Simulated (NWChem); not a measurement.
System: MoN$_{2}$H$_{3}$OF; SMILES [O]=[Mo]([NH2])([F])=[NH]

Input file for NWChem:

```
start job
memory heap 200 mb stack 900 mb global 1100 mb
geometry units angstroms noautoz
  Mo    -0.031869     0.023866     0.004921
  O      0.025176    -0.198479     1.664603
  N     -1.646883    -0.094923    -0.590098
  H     -2.629273    -0.216976    -0.346011
  F      0.675437     1.683993    -0.455208
  N      0.935294    -1.392800    -0.854350
  H      1.750859    -1.828544    -0.429858
  H      0.602248    -1.928995    -1.649953
end
basis spherical
  * library def2-svpd
end
ecp
  Mo library def2-ecp
end
dft
  xc xpbe96 cpbe96
  iterations 150
  mulliken
end
task dft gradient
```

NWChem printed, in part:

```
             Northwest Computational Chemistry Package (NWChem) 7.3.0
             --------------------------------------------------------

 C1  symmetry detected

                             Geometry "geometry" -> ""
                             -------------------------

 Output coordinates in angstroms (scale by  1.889725989 to convert to a.u.)

  No.       Tag          Charge          X              Y              Z
 ---- ---------------- ---------- -------------- -------------- --------------
    1 Mo                  42.0000    -0.04882750     0.02271694     0.02076250
    2 O                    8.0000    -0.91579946    -0.07815203     1.45094460
    3 N                    7.0000    -1.06243817    -0.24644108    -1.34911926
    4 H                    1.0000    -2.01347157    -0.41716193    -1.67462711
    5 F                    9.0000     0.76574997     1.69042504    -0.13166890
    6 N                    7.0000     1.25686117    -1.38218948    -0.02515626
    7 H                    1.0000     1.70877811    -1.73092874     0.81708157
    8 H                    1.0000     1.42913329    -1.99421587    -0.81708736

 Effective nuclear repulsion energy (a.u.)     497.1381951857

 Summary of "ao basis" -> "ao basis" (spherical)
 ------------------------------------------------------------------------------
       Tag                 Description            Shells   Functions and Types
 ---------------- ------------------------------  ------  ---------------------
 Mo                        def2-svpd                12       34   5s4p2d1f
 O                         def2-svpd                 9       23   4s3p2d
 N                         def2-svpd                 8       20   4s2p2d
 H                         def2-svpd                 4        8   2s2p
 F                         def2-svpd                 9       23   4s3p2d

            General Information
            -------------------
          SCF calculation type: DFT
          Wavefunction type:  closed shell.
          No. of atoms     :     8
          No. of electrons :    48
           Alpha electrons :    24
            Beta electrons :    24
          Charge           :     0
          Spin multiplicity:     1
          Use of symmetry is: off; symmetry adaption is: off
          Maximum number of iterations: 150
          AO basis - number of functions:   144
                     number of shells:    58
          Convergence on energy requested:  1.00D-06
          Convergence on density requested:  1.00D-05
          Convergence on gradient requested:  5.00D-04

              XC Information
              --------------
          PerdewBurkeErnzerhof Exchange Functional  1.000
            Perdew 1991 LDA Correlation Functional  1.000 local
           PerdewBurkeErnz. Correlation Functional  1.000 non-local

             Grid Information
             ----------------
          Grid used for XC integration:  medium
          Radial quadrature: Mura-Knowles
          Angular quadrature: Lebedev.
          Tag              B.-S. Rad. Rad. Pts. Rad. Cut. Ang. Pts.
          ---              ---------- --------- --------- ---------
          Mo                  1.45      123          10.0       590
          O                   0.60       49          11.0       434
          N                   0.65       49          11.0       434
          H                   0.35       45          12.0       434
          F                   0.50       49          11.0       434
          Grid pruning is: on
          Number of quadrature shells:   454
          Spatial weights used:  Erf1

      Superposition of Atomic Density Guess
      -------------------------------------

 Sum of atomic energies:        -361.27134978

      Non-variational initial energy
      ------------------------------

 Total energy =    -352.067491
 1-e energy   =    -949.538524
 2-e energy   =     373.799428
 HOMO         =      -0.368074
 LUMO         =      -0.035366

     ---------------------------------------------
      Total Density - Mulliken Population Analysis
     ---------------------------------------------

    Atom       Charge   Shell Charges
 -----------   ------   -------------------------------------------------------
    1 Mo  14    10.16  -0.39  1.56  0.86  0.10  0.05  5.94  0.03  0.07 -0.12  2.09 -0.11  0.08
    2 O    8     9.44   1.99  1.16  0.76  0.07  3.17  2.06  0.20  0.01  0.02
    3 N    7     7.88   1.99  1.11  0.54 -0.12  2.62  1.73  0.01  0.00
    4 H    1     1.10   0.61  0.37  0.04  0.08
    5 F    9     9.90   1.99  1.16  0.80  0.04  3.54  2.17  0.18  0.00  0.01
    6 N    7     7.75   1.99  1.04  0.44  0.03  2.58  1.69  0.01 -0.02
    7 H    1     0.88   0.61  0.18  0.04  0.05
    8 H    1     0.89   0.61  0.19  0.04  0.05

   convergence    iter        energy       DeltaE   RMS-Dens  Diis-err
 ---------------- ----- ----------------- --------- --------- ---------
 d= 0,ls=0.0,diis     1   -353.7726848979 -5.77D+02  5.08D-02  4.16D+00
 d= 0,ls=0.0,diis     2   -343.8811895777  9.89D+00  4.42D-02  6.91D+01
 d= 0,ls=0.0,diis     3   -353.7276419490 -9.85D+00  1.12D-02  5.48D+00
 d= 0,ls=0.0,diis     4   -354.2061097597 -4.78D-01  5.05D-03  6.88D-01
 d= 0,ls=0.0,diis     5   -354.2210409232 -1.49D-02  3.46D-03  4.66D-01
  Resetting Diis
 d= 0,ls=0.0,diis     6   -354.2705636999 -4.95D-02  1.14D-03  4.72D-02
 d= 0,ls=0.0,diis     7   -354.2748412165 -4.28D-03  1.45D-03  7.07D-03
 d= 0,ls=0.0,diis     8   -354.2664233526  8.42D-03  1.20D-03  9.08D-02
 d= 0,ls=0.0,diis     9   -354.2750295069 -8.61D-03  3.11D-04  4.95D-03
 d= 0,ls=0.0,diis    10   -354.2755347805 -5.05D-04  8.61D-05  2.95D-04
 d= 0,ls=0.0,diis    11   -354.2755693784 -3.46D-05  1.16D-05  9.62D-07
 d= 0,ls=0.0,diis    12   -354.2755693473  3.11D-08  5.55D-06  1.35D-06

         Total DFT energy =     -354.275569347275
      One electron energy =     -954.485592313978
           Coulomb energy =      417.993682999338
    Exchange-Corr. energy =      -41.455264285754
 Nuclear repulsion energy =      223.671604253119

 Numeric. integr. density =       47.999994448645

                       DFT Final Molecular Orbital Analysis
                       ------------------------------------

 Vector   22  Occ=2.000000D+00  E=-2.875550D-01
              MO Center= -3.1D-01, -3.8D-01, -4.0D-01, r^2= 3.2D+00
   Bfn.  Coefficient  Atom+Function         Bfn.  Coefficient  Atom+Function
  ----- ------------  ---------------      ----- ------------  ---------------
    63      0.344571  3 N  py               112     -0.325607  6 N  s
    66     -0.236770  3 N  py               113      0.220244  6 N  px
     7      0.200381  1 Mo py                22     -0.169843  1 Mo d  2
    19      0.162867  1 Mo d -1              40     -0.163037  2 O  py
    39     -0.159873  2 O  px                62     -0.159165  3 N  px

 Vector   23  Occ=2.000000D+00  E=-2.659374D-01
              MO Center= -2.5D-01, -2.4D-01, -3.1D-01, r^2= 3.5D+00
   Bfn.  Coefficient  Atom+Function         Bfn.  Coefficient  Atom+Function
  ----- ------------  ---------------      ----- ------------  ---------------
    61      0.299860  3 N  s                 63     -0.290777  3 N  py
    39     -0.266891  2 O  px                64      0.219535  3 N  pz
   114      0.219135  6 N  py                79     -0.208140  4 H  s
    66      0.204055  3 N  py                42     -0.185754  2 O  px
   113      0.169745  6 N  px               117     -0.155666  6 N  py

 Vector   24  Occ=2.000000D+00  E=-2.532339D-01
              MO Center= -7.7D-02, -6.5D-01, -4.0D-01, r^2= 3.5D+00
   Bfn.  Coefficient  Atom+Function         Bfn.  Coefficient  Atom+Function
  ----- ------------  ---------------      ----- ------------  ---------------
    61      0.434657  3 N  s                 64      0.330675  3 N  pz
   113     -0.281029  6 N  px                79     -0.232402  4 H  s
   114     -0.233547  6 N  py                67     -0.214381  3 N  pz
   116      0.203878  6 N  px                62     -0.198485  3 N  px
     4     -0.192171  1 Mo s                 39     -0.168495  2 O  px

 Vector   25  Occ=0.000000D+00  E=-1.010043D-01
              MO Center= -1.6D-01, -1.3D-01, -1.1D-01, r^2= 2.6D+00
   Bfn.  Coefficient  Atom+Function         Bfn.  Coefficient  Atom+Function
  ----- ------------  ---------------      ----- ------------  ---------------
   112     -0.588866  6 N  s                 22      0.575618  1 Mo d  2
    19     -0.486075  1 Mo d -1              61      0.232466  3 N  s
   138      0.229279  8 H  s                 40      0.203161  2 O  py
    63      0.192306  3 N  py                20     -0.164349  1 Mo d  0
    64      0.161290  3 N  pz                43      0.159845  2 O  py

[...]

                         DFT ENERGY GRADIENTS

    atom               coordinates                        gradient
                 x          y          z           x          y          z
   1 Mo     -0.092271   0.042929   0.039235   -0.016189  -0.002048   0.003698
   2 O      -1.730610  -0.147686   2.741888    0.015679   0.001767  -0.025940
   3 N      -2.007717  -0.465706  -2.549466    0.010324   0.003201   0.019252
   4 H      -3.804910  -0.788322  -3.164586    0.004624   0.000881   0.001453
   5 F       1.447058   3.194440  -0.248818   -0.006191  -0.013362   0.001237
   6 N       2.375123  -2.611959  -0.047538   -0.004898   0.005268   0.000333
   7 H       3.229122  -3.270981   1.544060   -0.002486   0.001537  -0.004186
   8 H       2.700670  -3.768522  -1.544071   -0.000862   0.002755   0.004153
```

Level: PBE/def2-SVPD with def2 effective core potentials on Mo. Structure relaxed at the PBE0/def2-SVP level. Not confirmed as a minimum by frequencies. def2 effective core potentials on Mo; no spin-orbit coupling.
